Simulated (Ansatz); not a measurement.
Consider the atomization: `[OH][Ga]([SiH3])[SH]` → Ga• + 5 H• + O• + S• + Si•.

Program: Ansatz. Geometries: PBE0-D4/def2-TZVP. ΔE: electronic, gas phase. CCSD(T)/CBS is the MP2 limit (def2-TZVPP, def2-QZVPP) plus CCSD(T) − MP2 in def2-TZVPP, frozen cores. This one scheme is used for every species, atoms too. For atomizations the MP2-based limit and the directly extrapolated one differ by several kJ/mol either way, and by 10 to 25 for some Ge, Se and Sn compounds, so smaller differences from it don't rank the levels. DFT in def2-TZVPP. B3LYP here is the variant with VWN-RPA as its local correlation; programs differ in this. Open shells (•) are unrestricted, without spin–orbit coupling. Spin–orbit coupling would lower the free atoms: a little for O, S, Si; clearly for Ga. Bonds to Ga are less sure, by a few kJ/mol each and by 10 to 20 or more in all where they break to atoms, as the def2 sets lack core-valence functions. Scalar relativity is left out up to krypton. One conformer a species, not always the lowest.

```json
{"level": "r2SCAN", "ΔE (eV)": "27.90"}
{"level": "B3LYP", "ΔE (eV)": "27.21"}
{"level": "CCSD/def2-TZVPP", "ΔE (eV)": "26.84"}
{"level": "CCSD/CBS(def2)", "ΔE (eV)": "27.59"}
```

**Question.** What does CCSD(T)/CBS give? (Estimate.)

**Answer.** Computed: +28.02 eV. The listed levels differ from it by -0.12, -0.81, -1.18, -0.43 eV.

Largest T1 diagnostic among the species: 0.014.

From r2SCAN to r2SCAN0 (25 % exact exchange), in def2-TZVPP and without D4, ΔE moves by −0.49 eV: exact exchange takes away binding that semilocal exchange gives to molecules. At CCSD(T), def2-SVP lies −2.19 eV from the extrapolated value and def2-TZVPP −0.75 eV: correlation converges slowly with the basis, and small sets miss more of it in the bonded molecule than in its fragments. In def2-TZVPP, CCSD(T) changes the Hartree–Fock value by +7.43 eV (the triples alone add +0.43 eV) and MP2 by +7.68 eV; breaking electron pairs costs correlation energy, which Hartree–Fock lacks.
